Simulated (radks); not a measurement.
Spherical quantum dot in the effective-mass picture: electrons in a well V = -V0 / (1 + exp((r - R)/a)) with V0 = 43.4, R = 1.29, a = 0.13, all in effective atomic units (hartree* = m*/eps^2 hartree, bohr* = eps/m* bohr), one dielectric constant everywhere. Method: non-relativistic Kohn-Sham, PBE, spin-polarised, spherical densities; computed with a radial shooting solver with Libxc functionals. Levels are named by radial order and angular momentum (1s, 1p, 1d, 2s, ...), and open shells are averaged over m.

N = 24, configuration 1s2 1p6 1d10 2s2 1f(up 4, down 0). This is the lowest configuration that the search found. Occupied and some empty levels:

level    occupation  eigenvalue (hartree*)  <r> (bohr*)
1s up             1                -14.146       0.7467
1s down           1                -14.041       0.7426
1p up             3                -11.848       0.8402
1p down           3                -11.716       0.8381
1d up             5                -8.6179       0.9095
1d down           5                -8.4678       0.9085
2s up             1                -5.7921       0.7013
2s down           1                -5.7165       0.7030
1f up             4                -4.6508       0.9674
1f down           0                -4.4908       0.9670
2p up             0                -1.1633       0.8191
2p down           0                -1.0794       0.8197
1g up             0              -0.073951        1.019

Energy (hartree*): total -503.365, kinetic 166.68, external -939.23, Hartree 297.69, exchange-correlation -28.501.
